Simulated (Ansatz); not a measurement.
A nudged elastic band was laid between two geometries of ClH$_{2}$InOS (6 atoms, charge 0, multiplicity 1).

Computed with RKS PBE0-D4/def2-SVP in Ansatz 0.2.0.

```yaml
movable_images: 7
climbing_image: yes
spring: 5.0 eV/Å²
optimiser: quadratic models (default)
start_path: IDPP
force_threshold: 0.05 eV/Å
iteration_limit: 20
end_points: relaxed
```

First end point:

```xyz
6
Properties=species:S:1:pos:R:3
O -0.643 1.656 -0.304
In -0.423 -0.317 -0.372
S 1.256 -1.580 0.763
Cl -1.981 -1.431 -1.701
H 0.011 2.084 0.261
H 1.821 -0.477 1.305
```

Last end point:

```xyz
6
Properties=species:S:1:pos:R:3
O -0.143 1.666 0.074
In -0.256 -0.292 -0.240
S 1.307 -1.769 0.770
Cl -1.972 -1.074 -1.629
H -0.839 2.144 -0.395
H 1.945 -0.740 1.374
```

Which bonds break or form, and what moves?

No bond is made or broken. The dihedral H5–O1–In2–Cl4 goes from 179 to 0°.

What energy profile does the band end with?

The forces met the threshold. The highest image is number 3 of 0 to 8, 1.3 kcal/mol above the first end and 2.9 kcal/mol above the last; the last end lies 1.6 kcal/mol below the first. A vibrational analysis at the climbing image gives one clearly imaginary mode, 252i cm⁻¹: a first-order saddle point.

| image | path coordinate (Å) | energy (kcal/mol) | dihedral H5–O1–In2–Cl4 (°) |
| --- | --- | --- | --- |
| 0 | 0.00 | 0.0 | 179 |
| 1 | 0.29 | 0.3 | 156 |
| 2 | 0.58 | 0.9 | 129 |
| 3 | 0.86 | 1.3 | 102 |
| 4 | 1.08 | 1.0 | 81 |
| 5 | 1.30 | 0.3 | 59 |
| 6 | 1.53 | -0.6 | 37 |
| 7 | 1.75 | -1.4 | 17 |
| 8 | 1.97 | -1.6 | 0 |

What is the geometry of the highest image?


```xyz
6
Properties=species:S:1:pos:R:3
O -0.116 1.714 -0.380
In -0.349 -0.265 -0.364
S 1.141 -1.760 0.742
Cl -2.115 -1.152 -1.611
H -0.448 2.138 0.420
H 1.930 -0.738 1.146
```

What are the harmonic wavenumbers there?

252i, 83, 113, 124, 231, 347, 387, 605, 692, 773, 2709, 3890 cm⁻¹.

The band took 11 iterations and of the order of 12 core-minutes.

Run time: 12 min on 1 thread of Intel(R) Xeon(R) Processor @ 2.50GHz (Skylake/Cascade Lake), on a shared host, peak memory 0.2 GiB.
